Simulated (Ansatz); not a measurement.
A made-up structure of CHSSe, doublet:

```
4
angstrom
C 0.3449 -0.1461 0.3707
S -1.1978 -0.7772 -0.5184
Se -0.5218 1.2908 0.0320
H 1.3746 -0.3675 0.1157
```

It is relaxed with PBE-D4/def2-SVP and then PBE0-D4/def2-TZVP (Ansatz 0.2.0). Atoms count as bonded within 1.22 times the sum of their covalent radii (H–H: 0.88 Å). The end point is not checked to be a true minimum.

(1) Does its bonding change? (Judge from chemistry; the calculation decides.)

Results:

(1) Computed: No: no bond forms or breaks.

Where it ends: The first stage lowers the energy by 0.54 eV in 5 steps. It ends as CHSSe ([CH]1[S][Se]1):
```
4
angstrom
C 0.3257 -0.2170 0.3529
S -1.0782 -0.7437 -0.4726
Se -0.6045 1.3936 0.0212
H 1.3569 -0.4329 0.0984
```

Labels in which every atom is bracketed show which atoms are joined, not bond orders.

For scale, one of the runs: PBE0-D4/def2-TZVP relaxation, 122 basis functions, launched by `ansatz run in.yaml --threads 2 --pin off --events-out ev --progress --plain --max-ram 4352MiB`. The run took about 30 s on 2 CPU threads of an Arm Neoverse V1 (shared host).
